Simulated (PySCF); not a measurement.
C6H11OP.
Atom-mapped SMILES: `[CH2:1]=[CH:2][C@@H:3]1[CH2:4][CH2:5][CH2:6][P@H:7]1=[O:8]`

Structure used (GFN2-xTB), in Å, numbered top down from 1:
```
atom  x, y, z in Å
C1    -2.694    0.783   -0.504
C2    -1.976   -0.318   -0.398
C3    -0.509   -0.378   -0.664
C4     0.278   -1.232    0.331
C5     1.758   -0.950    0.076
C6     1.946    0.570    0.049
P7     0.354    1.248   -0.591
O8     0.420    2.062   -1.806
H9    -2.240    1.716   -0.802
H10   -3.755    0.796   -0.320
H11   -2.435   -1.258   -0.114
H12   -0.339   -0.759   -1.683
H13    0.051   -2.293    0.218
H14    0.016   -0.930    1.348
H15    2.036   -1.370   -0.893
H16    2.386   -1.414    0.838
H17    2.761    0.878   -0.606
H18    2.141    0.961    1.049
H19   -0.209    1.896    0.510
```

Definitions: NICS(0) = −σiso at the ring centroid; NICS(1) = −σiso and NICS(1)zz = −σzz at ±1 Å along the ring normal z. Level: GIAO PBE0/pcSseg-1 (PySCF, non-relativistic, gas phase) on the GFN2-xTB geometry, one conformer.

Ring bond lengths (Å), with Mayer bond orders in brackets: C3–C4 1.529 (0.98), C4–C5 1.528 (1.03), C5–C6 1.532 (1.02), C6–P7 1.845 (0.90), P7–C3 1.842 (0.87).

**Question.** What do the NICS probes read (ppm)?

**Answer.** 
```json
{"ring": "C3–C4–C5–C6–P7", "type": "5-membered ring with P; formal bonds all single", "NICS(0)": "-5.3", "NICS(1), two faces": "-3.0 / -5.2", "NICS(1)zz, two faces": "0.0 / -2.9", "rms pucker (Å)": "0.20", "centre to ring atoms, mean (Å)": "1.38"}
```

**Question.** What do they say, and how far can they be read as aromaticity?

**Answer.** 
- C3–C4–C5–C6–P7: mean NICS(1)zz -1.5 ppm, near zero. C3, C4, C5, C6, P7 have four or more neighbours; no verdict on aromaticity is drawn.

**Question.** Give the inner angles of the rings and the Hirshfeld charges of the ring atoms.

**Answer.** 
- C3–C4–C5–C6–P7: C3 103.0° (-0.068 e), C4 106.7° (-0.070 e), C5 107.7° (-0.066 e), C6 105.3° (-0.115 e), P7 95.4° (+0.411 e); sum 518.2° against 540° for a flat convex ring.

**Question.** How shielded are the nuclei of the rings and their hydrogens (means over atoms taken as equivalent)?

**Answer.** 
```tsv
atoms	environment	σ isotropic (ppm)	principal values of the symmetric part, first atom (ppm)
C3	sp3 carbon bound to phosphorus	137.8	125.3, 140.0, 148.1
C4	ring CH2 carbon	153.6	127.3, 160.9, 172.8
C5	ring CH2 carbon	160.6	145.8, 162.5, 173.6
C6	sp3 carbon bound to phosphorus	156.5	133.4, 160.6, 175.6
P7	phosphoryl phosphorus	296.2	171.7, 252.9, 463.9
H12	methine hydrogen	29.16	25.7, 28.5, 33.2
H13	methylene hydrogen	29.74	24.7, 27.9, 36.6
H14	methylene hydrogen	30.84	27.2, 29.4, 35.9
H15	methylene hydrogen	29.88	25.4, 28.0, 36.2
H16	methylene hydrogen	29.82	24.6, 27.6, 37.3
H17	methylene hydrogen	29.94	26.1, 27.5, 36.2
H18	methylene hydrogen	29.98	26.0, 27.8, 36.2
H19	P–H hydrogen	24.31	21.7, 23.1, 28.2
```

On one thread, x86-64 server, on a shared host, this took 33 s wall. This is the whole shielding run at PBE0/pcSseg-1, SCF included.
